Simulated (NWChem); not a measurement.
System: CaF cation; SMILES [Ca+][F]

The following NWChem deck was run.

```
start job
memory heap 200 mb stack 900 mb global 1100 mb
charge 1
geometry units angstroms noautoz
  Ca     0.000000     0.000000    -0.615813
  F      0.000000     0.000000     1.365099
end
basis spherical
  Ca library pcseg-1
  F library pcseg-1
end
dft
  xc b3lyp
  iterations 150
  mulliken
end
task dft energy
```

All runs use the structure optimised with B3LYP/6-31G* (spherical d). B3LYP is NWChem's, with the RPA form of VWN correlation.

### Question
Predict the main results of this run. (B3LYP/pcseg-1.) Quantities: basis functions; energy (Ha); highest occupied level (eV); orbital gap (eV).

### Answer
number of basis functions: 38
energy (Ha): -777.19
highest occupied level (eV): -14.23
orbital gap (eV): 6.43
